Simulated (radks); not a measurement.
The iron ion Fe8+ is in [Ar]. All-electron calculation, Dirac Kohn-Sham, BLYP, spin-unpolarised, spherical densities, finite nucleus; Fermi nuclear charge, rms radius of each element as measured or else 0.836 A^(1/3) + 0.57 fm. Program: a radial shooting solver on a logarithmic mesh with Libxc functionals. Sub-shells are occupied by j as written (lower j first in brackets). One electron is removed from 3p3/2, 3s1/2, 3p1/2, 2p3/2 in turn, with full relaxation. Which removal costs least, and what does each cost?

Answer. 3p3/2 233.99 eV; 3p1/2 236.09 eV; 3s1/2 270.43 eV; 2p3/2 920.61 eV. The 3p3/2 electron leaves first.
